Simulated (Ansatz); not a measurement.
One change: `B[AsH]CO` becomes `B[AsH]C[SiH3]`.

Ansatz, PBE0-D4/def2-TZVP geometries, multiplicity 1. Each molecule was computed in one conformer, which needn't be the lowest.

Scalar relativity is left out up to krypton.

| property | `B[AsH]CO` |
| --- | --- |
| LUMO energy (PBE/def2-TZVPP) / eV | -2.66 |
| size of the dipole moment (B3LYP/def2-TZVPP) / D | 2.10 |
| LUMO energy (ωB97M-V/def2-TZVPP) / eV | 0.20 |
| HOMO–LUMO gap (ωB97M-V/def2-TZVPP) / eV | 9.34 |
| size of the dipole moment (ωB97M-V/def2-TZVPP) / D | 2.03 |
| HOMO–LUMO gap (PBE/def2-TZVPP) / eV | 3.37 |

(1) Give the same properties after the change, and the shifts. (Estimate.)

Results:

(1) Ansatz gave: 
```tsv
property	`B[AsH]C[SiH3]`	shift
LUMO energy (PBE/def2-TZVPP) / eV	-2.83	-0.17
size of the dipole moment (B3LYP/def2-TZVPP) / D	0.89	-1.21
LUMO energy (ωB97M-V/def2-TZVPP) / eV	-0.02	-0.22
HOMO–LUMO gap (ωB97M-V/def2-TZVPP) / eV	8.94	-0.40
size of the dipole moment (ωB97M-V/def2-TZVPP) / D	0.79	-1.24
HOMO–LUMO gap (PBE/def2-TZVPP) / eV	3.11	-0.26
```

With PBE0 the HOMO rises by 0.12 eV and the LUMO falls by 0.20 eV, so the gap narrows by about 0.32 eV. PBE moves the HOMO by 0.08 eV and ωB97M-V by 0.18 eV. Dipoles are sizes alone; their direction can turn.

B3LYP here is the variant with VWN-RPA as its local correlation; programs differ in this.
